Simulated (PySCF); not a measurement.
BiCl₂, SMILES [Cl][Bi+][Cl] (connectivity only; charge and spin as stated), charge +1, multiplicity 1. Atoms are numbered in the order given.

```xyz
3

Bi     0.0000     0.0000     0.4441
Cl     0.0000    -1.8066    -1.0841
Cl     0.0000     1.8066    -1.0841
```
Charge +1, spin multiplicity 1.

Coordinates come from a B3LYP-D3(BJ)/def2-TZVP optimisation. The multiplicity is an assumed one; other spin states were not compared. The isomer is the one that the SMILES or the coordinates give; other isomers of the formula were not compared. The def2 effective core potentials stand for the cores of Bi; spin–orbit coupling is left out.

These are PBE0/def2-TZVPD (PySCF) values and carry that method's errors.

Mulliken values depend strongly on the basis, most of all with diffuse functions as here. ESP charges are fitted to the potential on shells at 1.4 to 2.0 van der Waals radii. Atomic charges (e):

| atom | Mulliken | ESP fit |
|---|---|---|
| Bi1 | 1.33 | ? |
| Cl2 | -0.17 | ? |
| Cl3 | -0.17 | ? |

Q: Fill in the missing entries. (An estimate is asked for; the answer gives what the named calculation found.)

A: 
- Bi1, ESP fit: 1.08
- Cl2, ESP fit: -0.04
- Cl3, ESP fit: -0.04
